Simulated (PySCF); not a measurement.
Vertical excitations of a molecule C₄H₉O₂, multiplicity 2 from PySCF with TDA-CAM-B3LYP/def2-SVPD, as energy in eV (oscillator strength): 4.83 (0.027), 5.64 (0.001), 5.89 (0.003), 6.10 (0.014), 6.23 (0.014), 6.48 (0.008), 6.68 (0.008), 6.84 (0.069), 6.93 (0.019), 7.11 (0.000). Coordinates come from a PBE0-D3(BJ)/def2-SVP optimisation. One conformer was computed; it need not be the lowest.

Q: Identify the compound among the candidates.
(A) [CH2]OCCOC
(B) CO[CH]C(C)O
(C) COC[C](C)O
(D) CO[CH]COC

A: A, [CH2]OCCOC
